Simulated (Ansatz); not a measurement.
One change: `O[SiH2][GaH][SiH3]` becomes `O[SiH2][AlH][SiH3]`.

Ansatz, PBE0-D4/def2-TZVP geometries, multiplicity 1. Each molecule was computed in one conformer, which needn't be the lowest.

Scalar relativity is left out up to krypton.

```json
{"property": "size of the dipole moment (PBE/def2-TZVPP) / D", "`O[SiH2][GaH][SiH3]`": "0.92"}
{"property": "LUMO energy (PBE/def2-TZVPP) / eV", "`O[SiH2][GaH][SiH3]`": "-3.21"}
{"property": "LUMO energy (B3LYP/def2-TZVPP) / eV", "`O[SiH2][GaH][SiH3]`": "-2.68"}
{"property": "size of the dipole moment (ωB97M-V/def2-TZVPP) / D", "`O[SiH2][GaH][SiH3]`": "1.01"}
{"property": "size of the dipole moment (B3LYP/def2-TZVPP) / D", "`O[SiH2][GaH][SiH3]`": "1.00"}
{"property": "LUMO energy (ωB97M-V/def2-TZVPP) / eV", "`O[SiH2][GaH][SiH3]`": "-0.72"}
```

Problem. What does the change do to each property? (Estimate.)

Solution. Computed: 
```csv
property,`O[SiH2][AlH][SiH3]`,shift
size of the dipole moment (PBE/def2-TZVPP) / D,0.99,0.07
LUMO energy (PBE/def2-TZVPP) / eV,-3.18,0.03
LUMO energy (B3LYP/def2-TZVPP) / eV,-2.61,0.07
size of the dipole moment (ωB97M-V/def2-TZVPP) / D,1.10,0.09
size of the dipole moment (B3LYP/def2-TZVPP) / D,1.09,0.09
LUMO energy (ωB97M-V/def2-TZVPP) / eV,-0.80,-0.08
```

Dipoles are sizes alone; their direction can turn.

B3LYP here is the variant with VWN-RPA as its local correlation; programs differ in this.
